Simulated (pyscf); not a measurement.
Optimised with ωB97X-D3(BJ)/def2-SVP in PySCF.

Question: Estimate by transition-state theory (the high-pressure limit) the rate constant of •H₂C–CH₂–CH=CH₂ → cyclic C₄H₇ (SMILES [CH2]C1CC1) [doublet] (doublet surface; none broken, C–C formed) at 298 K, with ωB97M-D3(BJ)/def2-TZVP energies (ideal gas, 1 atm, RRHO with modes under 100 cm⁻¹ raised to 100, one conformer, R ln 2 for rigid chiral ones; no tunnelling).

Answer: The electronic barrier is 11.7 kcal/mol and the thermal terms add +0.5, so ΔG‡ = 12.2 kcal/mol. With k_BT/h = 6.21e+12 s⁻¹ and RT = 0.592 kcal/mol, k = 6.7e+03 s⁻¹, a half-life of 1.0e-04 s through this channel alone. Wigner's tunnelling factor for 713i cm⁻¹ would be 1.49, likely too low at so high a frequency. A shift of 1 kcal/mol in the barrier changes k by a factor 5.4. •H₂C–CH₂–CH=CH₂ lies 18.1 kcal/mol over its isomer •H₂C–CH=CH–CH₃, and others may lie lower still (electronic energy, ωB97M-D3(BJ)). cyclic C₄H₇ (SMILES [CH2]C1CC1) [doublet] lies 19.6 kcal/mol over its isomer •H₂C–CH=CH–CH₃, and others may lie lower still (electronic energy, ωB97M-D3(BJ)). This is the saddle that the search found; another between the same sides may lie lower.
